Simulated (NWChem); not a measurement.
Molecule: ScF$_{3}$; SMILES [F][Sc]([F])[F]

Computed with NWChem. Pople sets run with spherical d functions. Geometry: optimised at B3LYP/6-31G* (spherical d).

**Question.** Predict the results for PBE0/6-31G*. Quantities: highest occupied level (eV); orbital gap (eV).

**Answer.** 
| Property | Value |
|---|---|
| highest occupied level (eV) | -10.50 |
| orbital gap (eV) | 8.46 |
